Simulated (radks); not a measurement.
Question: Species: Al5+. Configuration: [He] 2s2 2p4. Method: non-relativistic Kohn-Sham, LDA (Slater exchange, Perdew-Wang correlation), spin-unpolarised, spherical densities, point nucleus; computed with a radial shooting solver on a logarithmic mesh with Libxc functionals. Some entries of the table are withheld. Estimate them.

| orbital | occ. | eigenvalue (hartree) | r(max) (bohr) | <r^2> (bohr^2) |
|---|---|---|---|---|
| 1s | 2 | -59.85337 | 0.07894 | 0.01963 |
| 2s | 2 | -7.75729 | 0.4821 | (1) |
| 2p | 4 | -6.47309 | 0.4035 | 0.3602 |
| 3s | 0 | (2) | 1.495 | (3) |
| 3p | 0 | (4) | 1.539 | 3.338 |

Answer: 
(1) 2s <r^2> (bohr^2): 0.4102
(2) 3s eigenvalue (hartree): -2.37855
(3) 3s <r^2> (bohr^2): 3.062
(4) 3p eigenvalue (hartree): -2.05598
